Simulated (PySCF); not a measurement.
C12H10, SMILES C1=CC=CC(=C2C=CC=C2)C=C1.

Geometry optimised at PBE-D3(BJ)/def2-SVP.

These are HF/def2-SVP (PySCF) values and carry that method's errors.

Isolated molecule, no solvent.

| Quantity | Value |
|---|---|
| total energy | -459.80243 hartree |
| point group | C2v |
| highest occupied level | -6.91 eV |
| lowest empty level | 0.98 eV |
| orbital gap | 7.89 eV |
| dipole moment | 3.70 D |
| quadrupole, principal values (traceless, Buckingham form, about the centre of nuclear charge) | -16.36, 6.47, 9.89 D·Å |
| mean static polarisability | 163.5 bohr³ (24.23 Å³) |
| polarisability, principal values | 54.1, 126.1, 310.4 bohr³ |
